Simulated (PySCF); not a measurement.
SMILES [SiH3][In]([Cl])[Cl], singlet, CAM-B3LYP/def2-SVP optimised geometry.

```
7

In     0.85     0.00     0.00
Cl     2.20    -1.57    -1.10
Cl     2.18     1.57     1.14
Si    -1.71     0.00     0.00
H     -2.19     1.41     0.00
H     -2.16    -0.69     1.24
H     -2.20    -0.72    -1.20
```

Density from CAM-B3LYP/def2-TZVP, def2 effective core potentials past Kr (PySCF) at that geometry. The core electrons that the potentials of In replace are not part of the density.

Minimum of the electron density along straight lines between bonded atoms, close to the bond critical point (lines longer than 1.1 times the sum of covalent radii, or with two minima, are not listed):

```tsv
bond	length / Å	ρ at the minimum / e bohr⁻³	∇²ρ there / e bohr⁻⁵	position (fraction from the first atom)
In1–Cl2	2.348	0.083	0.21	0.48
In1–Cl3	2.348	0.083	0.21	0.48
In1–Si4	2.559	0.071	-0.05	0.52
Si4–H5	1.485	0.122	0.15	0.49
Si4–H6	1.487	0.121	0.15	0.49
Si4–H7	1.485	0.122	0.15	0.49
```
